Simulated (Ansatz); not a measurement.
Cost and result for the atomization energy of `BCC(N)F` (12 atoms, 11 bonds).

```xyz
12

B     1.848    0.552    0.193
C     0.306    0.556    0.378
C    -0.448   -0.590   -0.249
N    -1.827   -0.561    0.037
F    -0.201   -0.524   -1.644
H     2.478    1.549    0.400
H     2.433   -0.454   -0.086
H     0.164    0.514    1.472
H    -0.144    1.510    0.079
H    -0.036   -1.555    0.060
H    -2.325   -1.317   -0.413
H    -2.248    0.320   -0.227
```

The species carries charge 0 and has multiplicity 1. The geometry is a stationary point of PBE0-D4/def2-TZVP. It is one conformer, not always the lowest. Program: Ansatz. All runs use 4 threads of an Arm Neoverse V1 on a shared host. Times are those of one run each, without the atoms' runs, and a repeat can differ threefold. Electronic energies, without spin–orbit coupling; frozen cores. CCSD(T)/CBS adds CCSD(T) − MP2 in def2-TZVPP to the MP2 limit, and its time is that of the two runs behind it. T1 = 0.011. B3LYP takes the VWN-RPA correlation (the form of Gaussian; ORCA's B3LYP/G).

CCSD(T)/CBS is a level of theory with its own doubt, some kJ/mol a heavy atom from the limit and from the frozen cores, so smaller differences don't rank the functionals.

```csv
level,functions,wall time,atomization (kJ/mol),difference from CCSD(T)/CBS,per bond
PBE-D4/def2-TZVPP (with forces),253,2.4 s,4577.6,116.6,10.6
PBE0-D4/def2-TZVPP,253,2.5 s,4495.8,34.8,3.2
B3LYP-D4/def2-TZVPP (with forces),253,4 s,4488.3,27.3,2.5
r2SCAN-D4/def2-TZVPP (with forces),253,4.4 s,4481.7,20.7,1.9
B2PLYP/def2-TZVPP,253,4.8 s,4436.7,-24.3,-2.2
ωB97X-V/def2-TZVPP,253,7 s,4490.1,29.1,2.6
ωB97M-V/def2-TZVPP (with forces),253,10 s,4495.9,34.9,3.2
MP2/def2-QZVPP,495,23 s,4483.9,22.9,2.1
CCSD(T)/def2-TZVPP,253,2.8 min,4349.9,-111.1,-10.1
CCSD(T)/CBS(def2),–,3.2 min,4461.0,0.0,0.0
```

From PBE to PBE0 (25 % exact exchange), in def2-TZVPP and without D4, the atomization energy moves by −78.7 kJ/mol: exact exchange takes away binding that semilocal exchange gives to molecules. The D4 term adds +29.5 kJ/mol with B3LYP and +15.4 kJ/mol with PBE0; it sums over pairs of atoms, weighted by their polarisabilities, and B3LYP, whose exchange is more repulsive, gets the larger term. In def2-TZVPP, CCSD(T) changes the Hartree–Fock value by +1080.7 kJ/mol (the triples alone add +59.6 kJ/mol) and MP2 by +1149.2 kJ/mol; breaking electron pairs costs correlation energy, which Hartree–Fock lacks.
